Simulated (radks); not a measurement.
Excited configurations of the caesium ion Cs3+: one electron is placed in a higher orbital outside [Kr] 4d10 5s2 5p3. The ground configuration is [Kr] 4d10 5s2 5p4. Calculated with a radial shooting solver on a logarithmic mesh with Libxc functionals: scalar-relativistic Kohn-Sham, SCAN, spin-unpolarised, spherical densities, finite nucleus; meta-GGA in the generalised Kohn-Sham scheme; Fermi nuclear charge, rms radius 4.8041 fm. Excitation = E - E(ground); binding = E(ion) - E, where the ion is the core of charge +4; n* = 4/sqrt(2 binding) in atomic units, and the quantum defect is n - n*.

outer orbital,excitation (eV),binding (eV),quantum defect,eigenvalue (eV),<r> (bohr)
4f,22.459,22.977,0.922,-16.814,1.687
5d,19.353,26.082,2.111,-22.104,2.565
6d,31.773,13.662,2.008,-11.980,5.384
6f,37.188,8.247,0.862,-7.223,8.332
7p,34.225,11.210,2.593,-10.112,7.121
7d,36.791,8.645,1.982,-7.702,8.827
7f,39.621,5.815,0.881,-5.165,12.52

The Delta-SCF ionisation energy is 45.435 eV (NIST Atomic Spectra Database: 43 eV, theoretical). Self-interaction in the functional shifts the binding energies and quantum defects, so they are the method's values and not measured ones. Spin polarisation and multiplet splitting are left out, so open shells lie too high by an amount that depends on their filling. Spin-orbit splitting is averaged out at the scalar-relativistic level.

Beside tabulated values, note that spin-unpolarised runs miss the spin-polarisation part of the exchange energy of open shells.
